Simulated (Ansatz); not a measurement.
Isomers of Zn$_{2}$Cl$_{5}$⁻ (singlet), relaxed with PBE-D4/def2-SVPD; total energies from Ansatz at ωB97M-V/def2-TZVPD.

```json
{"isomer": "A", "description": "point group D3h; 8 × Cl–Zn 2.20 to 2.41 Å", "energy (Eh)": "-5860.01283"}
{"isomer": "B", "description": "point group Cs; 7 × Cl–Zn 2.19 to 2.52 Å", "energy (Eh)": "-5860.00388"}
```

The isomers come from a short search, and lower ones may exist.

Work out the relative energies (1 Eh = 2625.5 kJ/mol) and the Boltzmann populations at 800 K from electronic energies alone (R = 8.314 J/mol/K).

ΔE: A 0.0, B 23.5 kJ/mol. RT = 6.65 kJ/mol. Factors exp(−ΔE/RT): A 1, B 0.0292; sum 1.029. Populations: A 97.2 %, B 2.8 %. Zero-point energy, vibrational entropy and symmetry numbers are left out and can shift these; an error of 4 kJ/mol changes a ratio by a factor of 1.8. Over the other density-functional and correlated levels in def2 sets, the gap between A and B ranges from 17 to 24 kJ/mol.
